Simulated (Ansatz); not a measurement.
Input for Ansatz (a program for electronic structure): U-CCSD(T)/def2-SVP on BrFH2Sn (SMILES [F][SnH2][Br]), a point of a bond scan (R = 2.039 Å). Elements past Kr take the def2 small-core potentials; no spin–orbit coupling. The run froze 24 orbitals, filled d shells among them.

Ansatz 0.2 input:
```yaml
crystal:
  periodic: [false, false, false]
  atoms:
    - {symbol: Sn, position_ang: [-0.82087301, -0.25418523, 0.04124020]}
    - {symbol: F, position_ang: [-1.53349458, 1.43640576, -0.55475012]}
    - {symbol: Br, position_ang: [1.64216243, 0.04607296, 0.07036013]}
    - {symbol: H, position_ang: [-1.32681580, -1.60179136, -1.40347891]}
    - {symbol: H, position_ang: [-1.38809149, -0.45375329, 1.63082898]}
basis:
  gaussian:
    orbitals: def2-SVP
correlation: {method: ccsd_t, electrons: outside_noble_gas}
scf: {omitted_lower_state_checks: [cluster_reference]}
magnetization: {spin_polarized: true, initial_magnetization: 0}
```

Q: Predict the final total energy.

A: -2886.4342 hartree (reference determinant -2886.0026, T1 diagnostic 0.013).

Q: How many basis functions does it have, and what does it roughly cost on one machine?

A: 82 functions; roughly 6 core-seconds.
